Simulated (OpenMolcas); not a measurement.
# Co3+ in Cs2GeF6

Co3+ with its 6 nearest fluoride ions at 1.879 Å, on the Ge site of Cs2GeF6 (a = 9.021 Å, distance in the model lattice 1.804 Å). The rest of the host is ab initio model potentials to 7.6 Å and point charges beyond; the distance is set by hand and nothing relaxes, and no local charge compensation is placed. Ligand basis ANO-RCC-VDZP.
```
Co    0.0000    0.0000    0.0000
F     1.8790    0.0000    0.0000
F     0.0000    1.8790    0.0000
F    -1.8790    0.0000    0.0000
F     0.0000   -1.8790    0.0000
F     0.0000    0.0000    1.8790
F     0.0000    0.0000   -1.8790
```

```
Program             : OpenMolcas 26.06
Method              : CASSCF
Basis               : ANO-RCC-VTZP [6s5p3d2f1g]
Scalar Hamiltonian  : DKH2, point nucleus
Active space        : 6 electrons in 5 orbitals (3d)
State averaging     : 2S+1 = 5 even, 5 roots; 2S+1 = 3 even, 45 roots; 2S+1 = 1 even, 50 roots
Spin-orbit coupling : RASSI with atomic mean-field integrals over the reference wave functions
```

The lowest spin-free states (labels of O, the rotations of Oh), above the lowest:

```json
{"State": "5T2", "Degeneracy": "3", "E (cm-1)": "0.0"}
{"State": "5E", "Degeneracy": "2", "E (cm-1)": "11839"}
{"State": "3T1", "Degeneracy": "3", "E (cm-1)": "14063"}
{"State": "1A1", "Degeneracy": "1", "E (cm-1)": "14801"}
{"State": "3T2", "Degeneracy": "3", "E (cm-1)": "18934"}
{"State": "3T1", "Degeneracy": "3", "E (cm-1)": "24453"}
{"State": "1T1", "Degeneracy": "3", "E (cm-1)": "24523"}
{"State": "3T2", "Degeneracy": "3", "E (cm-1)": "26667"}
{"State": "3T1", "Degeneracy": "3", "E (cm-1)": "29026"}
{"State": "3E", "Degeneracy": "2", "E (cm-1)": "29085"}
{"State": "1T2", "Degeneracy": "3", "E (cm-1)": "32984"}
{"State": "3T2", "Degeneracy": "3", "E (cm-1)": "34206"}
{"State": "3A2", "Degeneracy": "1", "E (cm-1)": "36088"}
{"State": "1E", "Degeneracy": "2", "E (cm-1)": "36723"}
{"State": "3E", "Degeneracy": "2", "E (cm-1)": "37634"}
{"State": "3T1", "Degeneracy": "3", "E (cm-1)": "37862"}
{"State": "1A1", "Degeneracy": "1", "E (cm-1)": "38180"}
{"State": "1T2", "Degeneracy": "3", "E (cm-1)": "39068"}
{"State": "3A1", "Degeneracy": "1", "E (cm-1)": "41935"}
{"State": "1T1", "Degeneracy": "3", "E (cm-1)": "42177"}
```

The lowest levels with spin-orbit coupling:

```tsv
E (cm-1)	Degeneracy	Label	2S+1
0.0	3	T2	5
269.6	2	E	5
291.2	3	T1	5
659.7	1	A1	5
706.1	3	T1	5
738.1	3	T2	5
12291	1	A2	5
12292	3	T2	5
12294	2	E	5
12297	3	T1	5
12300	1	A1	5
13879	1	A1	3 (56 %)
14251	2	E	3
14293	3	T2	3
14791	3	T1	3
16379	1	A1	1 (56 %)
19172	3	T1	3
19280	2	E	3
19530	3	T2	3
19636	1	A2	3
```

Powder χT (cm3 K/mol): 3.13 at 2 K, 3.2 at 10 K, 3.53 at 50 K, 3.89 at 100 K, 4.16 at 200 K, 4.15 at 300 K. The effective moment at 300 K is 2.828 √(χT) = 5.76 μB.

The lowest level has 2S+1 = 5, for which the spin-only value is χT = S(S+1) / 2 = 3.000 cm3 K/mol (g = 2). The computed 4.152 at 300 K differs by +1.152, through orbital momentum, spin-orbit coupling and any other state in reach. With a threefold ground state the orbital momentum is unquenched, so the spin-only value is not expected to hold.

Metal share of the active 3d orbitals (Löwdin): 90, 90, 97, 97, 97 %; Mulliken charge of the metal 2.32.

A least-squares ligand-field fit to the states below 45000 cm-1, each weighted by its degeneracy and with a free common offset, gives 10Dq = 12241 cm-1, B = 1224 cm-1 and C = 4617 cm-1 (C/B = 3.77), with an rms deviation of 179 cm-1.

The same method and metal basis give the free ion B = 1344 cm-1 (fit to its terms below 60000 cm-1, rms deviation 32 cm-1), so the nephelauxetic ratio is β = 1224 / 1344 = 0.91; it hangs on how both fits weigh the states, and computed free-ion B values tend to be too large, so β mixes covalency with correlation.

An orbital triplet at a regular site is open to Jahn-Teller coupling, which can distort the site and quench the lowest spin-orbit gaps and is left out. Without dynamic correlation the repulsion within the d shell is too large (B by tens of per cent), so at a given field states of lower spin stand too high. This shell can be high or low spin here, a state of another spin lies low, and with metal d orbitals alone active their balance is uncertain, so the ground spin may be wrong. Ligand-to-metal charge-transfer states are missing. With no ligand orbital active B as a rule stays too high, so bands that hang on it stand too high and its fall with covalency is understated. With metal d orbitals alone and no dynamic correlation 10Dq can be off by a tenth to a fifth, either way, in oxide and fluoride hosts. No measured value stands beside these numbers; the geometry was set by hand and not optimised.
